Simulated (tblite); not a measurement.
Run record: tight-binding relaxation, `COc1ccc([S])cc1` [radical].

Computed with GFN2-xTB geometry optimisation, gas phase (tblite 0.8.0). Start geometry: from a force field or distance geometry. A driver script takes a list of jobs; this job's settings line and coordinates (Å) are shown.

Command:
```bash
OMP_NUM_THREADS=1 python probes_run.py task.json out
```

Input:
```
{"job": {"kind": "relax", "xc": "GFN2-xTB", "basis": "xTB"}, "charge": 0, "multiplicity": 2}
C      2.143700    -0.533400    -1.625600
O      1.150800     0.490900    -1.478600
C      0.252500     0.298300    -0.459400
C      0.194500    -0.779400     0.402300
C     -0.794400    -0.855300     1.407000
C     -1.738200     0.165300     1.513300
S     -2.999800     0.075900     2.785500
C     -1.687700     1.259100     0.655100
C     -0.701100     1.316600    -0.335100
H      1.669100    -1.491300    -1.875300
H      2.759800    -0.618600    -0.733100
H      2.780200    -0.247200    -2.456500
H      0.899700    -1.601400     0.368300
H     -0.822000    -1.703500     2.074000
H     -2.429700     2.059800     0.741800
H     -0.684800     2.173200    -0.995000
```

Output:
```
step      E/eV     max force
  0    -702.57845    1.576
  1    -702.67809    1.007
  2    -702.70872    0.462
  3    -702.72150    0.339
  4    -702.72602    0.210
  5    -702.72991    0.184
  6    -702.73189    0.155
  7    -702.73430    0.124
  8    -702.73557    0.085
  9    -702.73606    0.046
 10    -702.73619    0.028
 11    -702.73627    0.022
 12    -702.73632    0.023
 13    -702.73638    0.020
 14    -702.73643    0.017
 15    -702.73651    0.024
 16    -702.73658    0.025
 17    -702.73663    0.026
 18    -702.73667    0.025
 19    -702.73672    0.020
 20    -702.73678    0.025
 21    -702.73684    0.020
 22    -702.73686    0.010
```

«max force» is the largest atomic force in eV/Å.

Q: From which step on does the largest force stay under 0.1 eV/Å, and how much energy is left to gain from there?

A: From step 8 (0.085 eV/Å), 1.3 meV above the end.

In short: energy lowered by 3.7 kcal/mol over 22 steps; largest atomic force 0.010 eV/Å at the end.

Q: Where do the atoms end?

A: 0.034 Å rms from the input after alignment:
```
atom  x, y, z in Å
C1     2.1325   -0.5301   -1.6238
O2     1.1456    0.4571   -1.4336
C3     0.2357    0.2957   -0.4478
C4     0.1839   -0.7927    0.4274
C5    -0.7912   -0.8511    1.3977
C6    -1.7422    0.1692    1.5252
S7    -2.9532    0.0848    2.7351
C8    -1.6856    1.2607    0.6429
C9    -0.7157    1.3201   -0.3233
H10    1.6871   -1.4985   -1.8719
H11    2.7672   -0.6351   -0.7388
H12    2.7357   -0.1853   -2.4619
H13    0.9007   -1.5958    0.3564
H14   -0.8338   -1.6906    2.0748
H15   -2.4162    2.0491    0.7384
H16   -0.6582    2.1512   -1.0083
```

Time: 0.15 s of wall time. Hardware: one thread of an Arm Neoverse V2, shared host with 96 logical CPUs at a one-minute load of 88.
Labels such as C1 count atoms from 1, the log's own numbers from 0.
